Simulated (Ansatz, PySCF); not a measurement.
This Ansatz (a quantum-chemistry and plane-wave program) input computes a CCSD(T)/cc-pVDZ energy:

Ansatz 0.2 input:
```yaml
crystal:
  periodic: [false, false, false]
  atoms:
    - {symbol: C, position_ang: [-0.43645437, 0.17143429, 0.12164125]}
    - {symbol: N, position_ang: [0.67544959, -0.26530887, -0.18824998]}
    - {symbol: H, position_ang: [-1.41011651, -0.44169056, 0.22509177]}
    - {symbol: H, position_ang: [-0.69930434, 1.27024694, 0.36281065]}
basis:
  gaussian:
    orbitals: cc-pVDZ
total_charge: -1
magnetization: {spin_polarized: false}
correlation: {method: ccsd_t, electrons: outside_noble_gas}
```

Q: Write an input for the same energy in PySCF and say what it gives.

A: 
```python
from pyscf import gto, scf, mp, cc as ccmod

mol = gto.M(
    atom='''
    C    -0.43645437    0.17143429    0.12164125
    N     0.67544959   -0.26530887   -0.18824998
    H    -1.41011651   -0.44169056    0.22509177
    H    -0.69930434    1.27024694    0.36281065
    ''',
    basis='cc-pvdz',
    charge=-1,
    spin=0,
    verbose=4,
)

mf = scf.RHF(mol)
mf.conv_tol = 1e-10
mf.max_cycle = 100
mf.kernel()
mp2 = mp.MP2(mf, frozen=2).run()
cc = ccmod.CCSD(mf, frozen=2)
cc.max_cycle = 100
cc.kernel()
et = cc.ccsd_t()
print(f'E(CCSD(T)) = {cc.e_tot + et:.9f}')
```
It gives -93.71058 Eh, and Ansatz -93.71058 Eh, a difference of 0.00 mEh.

It need not be the lowest isomer of its formula. Whether it binds its extra electron was not tested at this geometry.
